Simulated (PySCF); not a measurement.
Gas-phase reaction: 2 SiHI3 + SiH4 = 3 I2 + c-Si3H6. Level: PBE0/def2-TZVP; standard pressure 1 bar.

Computed with PySCF and rigid-rotor harmonic-oscillator thermochemistry at 1 bar. All species are closed-shell singlets. I: scalar-relativistic def2 core potential, no spin-orbit coupling. c-Si3H6: computed as isolated molecules; such fragments, hydroxides, amides, oligomers or adducts are transient or little studied in the gas. The harmonic model lacks anharmonicity and excited electronic states, which grow with temperature; levels with a mode under 35 cm⁻¹ are left out. Soft modes under 120 cm⁻¹ make the harmonic entropy rough for SiHI3.

| T (K) | 1000/T (1/K) | log10 K |
|---|---|---|
| 800 | 1.2500 | -30.90 |
| 1000 | 1.0000 | -23.32 |
| 1200 | 0.8333 | ? |
| 1400 | 0.7143 | -14.67 |
| 1600 | 0.6250 | -11.97 |
| 1800 | 0.5556 | -9.87 |

Q: Fit log10 K = a + b·(1000/T) to the five rows, get the mean ΔH° and ΔS°, and predict log10 K at 1200 K.

A: Means: 1000/T = 0.8290, log10 K = -18.146. Sums of products about the means: Sxy = -10.17545, Sxx = 0.336002, so b = Sxy/Sxx = -30.28 and a = -18.146 − (-30.28)×0.8290 = 6.96.
ΔH° = −R ln 10 × 1000 K × b = −19.145 × (-30.28) = 580 kJ; ΔS° = R ln 10 × a = 133 J/K. The run's own values go from 580 kJ and 134 J/K at 800 K to 578 kJ and 132 J/K at 1800 K.
Prediction at 1200 K: 6.96 + (-30.28)×0.8333 = -18.27. The computed value is -18.27, 0.00 from the line.
For scale, ΔH°(298 K) is 579 kJ at this level, 617 kJ at ωB97M-V/def2-TZVP†, and runs from 517 to 696 kJ over the 18 levels computed († marks an energy on the PBE0/def2-TZVP geometry).
